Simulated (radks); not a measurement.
The numbers below are computed, except where a source is named.
Polarisability of neutral potassium, [Ar] 4s1, at imaginary frequency. Code: a radial shooting solver on a logarithmic mesh with Libxc functionals. Model: non-relativistic Kohn-Sham, exchange-only LDA, spin-unpolarised, spherical densities, point nucleus. Response by self-consistent Sternheimer equations with the Hartree and adiabatic exchange-only LDA kernel.

w (hartree)  alpha1(iw) (bohr^3)  alpha2(iw) (bohr^5)
0.00266                    301.9                 9206
0.0143                     285.0                 8915
0.0360                     217.8                 7590
0.0697                     125.5                 5152
0.118                      62.94                 2871
0.186                      32.00                 1461
0.280                      17.70                728.1
0.413                      10.77                363.8
0.605                      6.950                182.4
0.892                      4.457                90.64
1.35                       2.633                43.51
2.12                       1.345                19.22
3.59                      0.5672                7.229
6.94                      0.1869                2.036
17.5                     0.04021               0.3287

Static values: alpha1 = 302.5 bohr^3 (44.83 angstrom^3; uncoupled 416.5), alpha2 = 9217 bohr^5, alpha3 = 442500 bohr^7. C6 = 4089, C8 = 710900, triple-dipole C9 = 907100 atomic units. One-pole (London) frequency 4 C6 / (3 alpha1^2) = 0.060 hartree, against 0.064 for minus the highest occupied eigenvalue. The dipole shielding factor is 1.000, as the force sum rule N/Z = 1.000 demands. Recommended static value: 289.7 bohr^3 (Schwerdtfeger and Nagle, 2023 table).

Beside tabulated values, note that spin-unpolarised runs miss the spin-polarisation part of the exchange energy of open shells.
